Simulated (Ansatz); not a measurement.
```yaml
crystal:
  periodic: [false, false, false]
  atoms:
    - {symbol: C, position_ang: [-0.140227, -1.677880, 1.408403]}
    - {symbol: O, position_ang: [0.358044, -0.425064, 1.018855]}
    - {symbol: W, position_ang: [0.058316, 0.750841, -0.416101]}
    - {symbol: N, position_ang: [1.593804, 1.105971, -1.180671]}
    - {symbol: N, position_ang: [-1.072029, -0.015732, -1.514101]}
    - {symbol: O, position_ang: [-0.726632, 2.383802, 0.177639]}
    - {symbol: H, position_ang: [0.646989, -2.431720, 1.313685]}
    - {symbol: H, position_ang: [-0.995998, -1.974577, 0.794531]}
    - {symbol: H, position_ang: [-0.451975, -1.627639, 2.455264]}
    - {symbol: H, position_ang: [2.304312, 1.119084, -1.893146]}
    - {symbol: H, position_ang: [-1.384714, -0.383899, -2.397931]}
    - {symbol: H, position_ang: [-0.189890, 3.176792, 0.233574]}
basis:
  gaussian: {orbitals: def2-TZVP, point_charges: [{charge: 0.50, position_ang: [6.972, -0.113, 0.902]}]}
magnetization: {spin_polarized: true, initial_magnetization: 1}
hamiltonian: {xc: {name: SVWN5}}
```

```sh
$ ansatz run in.yaml --threads 2 --pin off --events-out ev --progress --plain --max-ram 22528MiB --backend cpu
```

It prints (some lines left out):

```
Error: a molecule whose nuclei and cores have a total charge of 56 cannot have a net charge of 0 together with 1 unpaired electrons
```

In this input the number of unpaired electrons doesn't fit the electron count. The input was rejected before any iteration.
